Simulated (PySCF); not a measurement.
Group charges in `CC(C)O[C@H]1CC(=O)CO1`

C7H12O3.
Numbering: `[CH3:1][CH:2]([CH3:3])[O:4][C@H:5]1[CH2:6][C:7](=[O:8])[CH2:9][O:10]1` (hydrogens: H11, H12, H13 on C1; H14 on C2; H15, H16, H17 on C3; H18 on C5; H19, H20 on C6; H21, H22 on C9)

Cartesian coordinates in Å at the GFN2-xTB level; atoms count from 1:
```
atom  x, y, z in Å
C1    -1.9766    0.3130    0.9017
C2    -1.4529   -0.6289   -0.1809
C3    -2.3500   -0.6113   -1.4143
O4    -0.1469   -0.2565   -0.6201
C5     0.9202   -0.6824    0.1644
C6     2.2063   -0.3983   -0.6178
C7     2.6508    0.9402   -0.0716
O8     3.5154    1.6514   -0.4971
C9     1.7677    1.2141    1.1323
O10    1.0458    0.0273    1.3791
H11   -1.3186    0.2963    1.7666
H12   -2.0235    1.3279    0.5137
H13   -2.9729    0.0048    1.2076
H14   -1.4009   -1.6526    0.2255
H15   -1.9634   -1.2910   -2.1689
H16   -3.3584   -0.9119   -1.1453
H17   -2.3745    0.3910   -1.8326
H18    0.7895   -1.7389    0.4496
H19    2.0185   -0.3462   -1.6881
H20    2.9754   -1.1450   -0.4223
H21    2.3444    1.4670    2.0241
H22    1.0942    2.0495    0.8933
```

Atomic charges (e) from the PBE0/pcSseg-1 density (PySCF):

```json
{"atom": "C1", "Mulliken": "-0.2294", "IAO": "-0.4380", "Hirshfeld": "-0.1333", "ESP-fitted": "-0.5419"}
{"atom": "C2", "Mulliken": "-0.0789", "IAO": "+0.1056", "Hirshfeld": "+0.0532", "ESP-fitted": "+0.5418"}
{"atom": "C3", "Mulliken": "-0.2082", "IAO": "-0.4231", "Hirshfeld": "-0.1248", "ESP-fitted": "-0.6222"}
{"atom": "O4", "Mulliken": "-0.5101", "IAO": "-0.4111", "Hirshfeld": "-0.1344", "ESP-fitted": "-0.4026"}
{"atom": "C5", "Mulliken": "+0.2773", "IAO": "+0.2597", "Hirshfeld": "+0.1066", "ESP-fitted": "+0.2780"}
{"atom": "C6", "Mulliken": "-0.1551", "IAO": "-0.3523", "Hirshfeld": "-0.0921", "ESP-fitted": "-0.3939"}
{"atom": "C7", "Mulliken": "+0.1258", "IAO": "+0.3870", "Hirshfeld": "+0.1693", "ESP-fitted": "+0.6642"}
{"atom": "O8", "Mulliken": "-0.3430", "IAO": "-0.3956", "Hirshfeld": "-0.2362", "ESP-fitted": "-0.5216"}
{"atom": "C9", "Mulliken": "+0.1111", "IAO": "-0.1256", "Hirshfeld": "-0.0088", "ESP-fitted": "-0.1289"}
{"atom": "O10", "Mulliken": "-0.5163", "IAO": "-0.4088", "Hirshfeld": "-0.1422", "ESP-fitted": "-0.3616"}
{"atom": "H11", "Mulliken": "+0.1401", "IAO": "+0.1560", "Hirshfeld": "+0.0304", "ESP-fitted": "+0.1413"}
{"atom": "H12", "Mulliken": "+0.1077", "IAO": "+0.1401", "Hirshfeld": "+0.0383", "ESP-fitted": "+0.1564"}
{"atom": "H13", "Mulliken": "+0.1071", "IAO": "+0.1399", "Hirshfeld": "+0.0427", "ESP-fitted": "+0.1266"}
{"atom": "H14", "Mulliken": "+0.0966", "IAO": "+0.1112", "Hirshfeld": "+0.0326", "ESP-fitted": "-0.0096"}
{"atom": "H15", "Mulliken": "+0.1172", "IAO": "+0.1472", "Hirshfeld": "+0.0402", "ESP-fitted": "+0.1469"}
{"atom": "H16", "Mulliken": "+0.1111", "IAO": "+0.1428", "Hirshfeld": "+0.0453", "ESP-fitted": "+0.1633"}
{"atom": "H17", "Mulliken": "+0.1154", "IAO": "+0.1464", "Hirshfeld": "+0.0421", "ESP-fitted": "+0.1702"}
{"atom": "H18", "Mulliken": "+0.1087", "IAO": "+0.1281", "Hirshfeld": "+0.0383", "ESP-fitted": "+0.0656"}
{"atom": "H19", "Mulliken": "+0.1686", "IAO": "+0.1850", "Hirshfeld": "+0.0587", "ESP-fitted": "+0.1458"}
{"atom": "H20", "Mulliken": "+0.1640", "IAO": "+0.1747", "Hirshfeld": "+0.0629", "ESP-fitted": "+0.1462"}
{"atom": "H21", "Mulliken": "+0.1480", "IAO": "+0.1737", "Hirshfeld": "+0.0601", "ESP-fitted": "+0.1232"}
{"atom": "H22", "Mulliken": "+0.1425", "IAO": "+0.1570", "Hirshfeld": "+0.0509", "ESP-fitted": "+0.1130"}
```

Task: Cut each of the bonds C1–C2, C2–O4, C3–C2 and O4–C5 in turn and sum the charges on the side of the atom named first.

Result: In e; the other side holds the opposite charge:

```tsv
bond cut	piece	atoms	Mulliken	IAO	Hirshfeld	ESP-fitted
C1–C2	CH3	4	+0.126	-0.002	-0.022	-0.118
C2–O4	C3H7	10	+0.279	+0.228	+0.067	+0.273
C3–C2	CH3	4	+0.136	+0.013	+0.003	-0.142
O4–C5	C3H7O	11	-0.231	-0.183	-0.068	-0.130
```

Extremes among these pieces. Mulliken: lowest C3H7O at O4, highest C3H7 at C2; IAO: lowest C3H7O at O4, highest C3H7 at C2; Hirshfeld: lowest C3H7O at O4, highest C3H7 at C2; ESP-fitted: lowest CH3 at C3, highest C3H7 at C2.

Task: Do the schemes agree better on the pieces than on the single atoms at the cuts?

Result: The spread between schemes averages 0.224 e for the pieces and 0.476 e for the atoms named first; it is smaller for the piece at 4 of the 4 cuts. On average they agree better on the pieces. The sign differs between schemes (beyond ±0.03 e) for CH3 at C1 and CH3 at C3.

Geometry: GFN2-xTB, one conformer, isolated molecule.

The run behind these numbers computed NMR shieldings as well. The run took 49 s on Arm Neoverse V1, one thread, no GPU (shared host).
